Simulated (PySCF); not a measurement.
C5H6F3N.
SMILES with atom numbers: `[H]/[N:4]=[C:3](\[CH:2]=[CH2:1])[CH2:5][C:6]([F:7])([F:8])[F:9]` (hydrogens: H10, H11 on C1; H12 on C2; H13 on N4; H14, H15 on C5)

The same species was optimised twice, with GFN2-xTB and with PBE0-D3(BJ)/def2-SVP (PySCF), and the same property calculations (PySCF, gas phase) were run on both structures.

```
     coordinate  GFN2-xTB  PBE0-D3(BJ)/def2-SVP  change
      C2–C3 (Å)     1.470                 1.484  +0.014
      C3=N4 (Å)     1.261                 1.273  +0.012
      C1=C2 (Å)     1.327                 1.336  +0.009
      C5–C6 (Å)     1.517                 1.509  -0.008
      C6–F8 (Å)     1.343                 1.336  -0.007
      C6–F7 (Å)     1.338                 1.334  -0.004
      C3–C5 (Å)     1.514                 1.511  -0.003
      C6–F9 (Å)     1.344                 1.341  -0.003
   C3–C5–C6 (°)     111.4                 114.5    +3.1
   C2–C3–N4 (°)     127.4                 125.8    -1.6
   C5–C6–F7 (°)     112.9                 111.8    -1.1
   F8–C6–F9 (°)     106.0                 107.1    +1.1
   F7–C6–F8 (°)     106.6                 107.7    +1.1
   N4–C3–C5 (°)     116.4                 117.3    +0.9
   C5–C6–F9 (°)     112.9                 112.1    -0.8
   F7–C6–F9 (°)     106.4                 107.3    +0.9
C1–C2–C3–N4 (°)        25                    26      +1
C2–C3–C5–C6 (°)        64                    63      -1
C3–C5–C6–F7 (°)        53                    55      +2
```

Rotational constants: A = 2832, B = 1118, C = 973.4 MHz (GFN2-xTB) against A = 2842, B = 1089, C = 949.4 MHz (PBE0-D3(BJ)/def2-SVP). Point groups within 0.08 Å: C1 and C1.

On the GFN2-xTB structure: lowest singlet, TDDFT (eV) 4.37 [B3LYP/def2-SVPD]; lowest triplet, Tamm–Dancoff (eV) 3.46 [B3LYP/def2-SVPD]; isotropic polarisability (au) 70.7 [B3LYP/def2-SVPD]; HOMO (eV) -7.64 [B3LYP/def2-SVPD]; LUMO (eV) -1.99 [B3LYP/def2-SVPD]; dipole (D) 2.89 [B3LYP/def2-SVPD]; HOMO (eV) -7.84 [PBE0/pcSseg-1]; LUMO (eV) -1.64 [PBE0/pcSseg-1]; dipole (D) 2.82 [PBE0/pcSseg-1]; GIAO shielding of C1 (ppm) 57.2 [PBE0/pcSseg-1]; GIAO shielding of C2 (ppm) 45.5 [PBE0/pcSseg-1]; GIAO shielding of C3 (ppm) 14.9 [PBE0/pcSseg-1]; GIAO shielding of N4 (ppm) -84.3 [PBE0/pcSseg-1]; GIAO shielding of C5 (ppm) 135.9 [PBE0/pcSseg-1]; GIAO shielding of C6 (ppm) 51.9 [PBE0/pcSseg-1]; GIAO shielding of F7/F8/F9 (mean) (ppm) 248.6 [PBE0/pcSseg-1].

Task: What do these properties become on the PBE0-D3(BJ)/def2-SVP structure?

Result: 
```tsv
property	level	on GFN2-xTB	on PBE0-D3(BJ)/def2-SVP	change
lowest singlet, TDDFT (eV)	B3LYP/def2-SVPD	4.37	4.52	+0.15
lowest triplet, Tamm–Dancoff (eV)	B3LYP/def2-SVPD	3.46	3.44	-0.02
isotropic polarisability (au)	B3LYP/def2-SVPD	70.7	71.3	+0.6
HOMO (eV)	B3LYP/def2-SVPD	-7.64	-7.76	-0.12
LUMO (eV)	B3LYP/def2-SVPD	-1.99	-2.02	-0.03
dipole (D)	B3LYP/def2-SVPD	2.89	2.80	-0.09
energy, GFN2-xTB geometry as zero (kcal/mol)	B3LYP/def2-SVPD	0.0	-1.2	-1.2
HOMO (eV)	PBE0/pcSseg-1	-7.84	-7.95	-0.11
LUMO (eV)	PBE0/pcSseg-1	-1.64	-1.68	-0.04
dipole (D)	PBE0/pcSseg-1	2.82	2.73	-0.09
energy, GFN2-xTB geometry as zero (kcal/mol)	PBE0/pcSseg-1	0.0	-1.1	-1.1
GIAO shielding of C1 (ppm)	PBE0/pcSseg-1	57.2	55.3	-1.9
GIAO shielding of C2 (ppm)	PBE0/pcSseg-1	45.5	41.6	-3.9
GIAO shielding of C3 (ppm)	PBE0/pcSseg-1	14.9	10.1	-4.8
GIAO shielding of N4 (ppm)	PBE0/pcSseg-1	-84.3	-89.3	-5.0
GIAO shielding of C5 (ppm)	PBE0/pcSseg-1	135.9	136.7	+0.8
GIAO shielding of C6 (ppm)	PBE0/pcSseg-1	51.9	53.9	+2.0
GIAO shielding of F7/F8/F9 (mean) (ppm)	PBE0/pcSseg-1	248.6	253.4	+4.8
```

The heavy atoms differ by 0.043 Å rms after alignment. Among bonds between heavy atoms C2–C3 changes most (+0.014 Å). Changes are differences of the printed values. Neither structure is proved a minimum here.

Shape of the structure used: `[H]/[N:4]=[C:3](\[CH:2]=[CH2:1])[CH2:5][C:6]([F:7])([F:8])[F:9]`: C1–C2–C3–N4 26°, C2–C3–C5–C6 63°, C3–C5–C6–F7 55°.
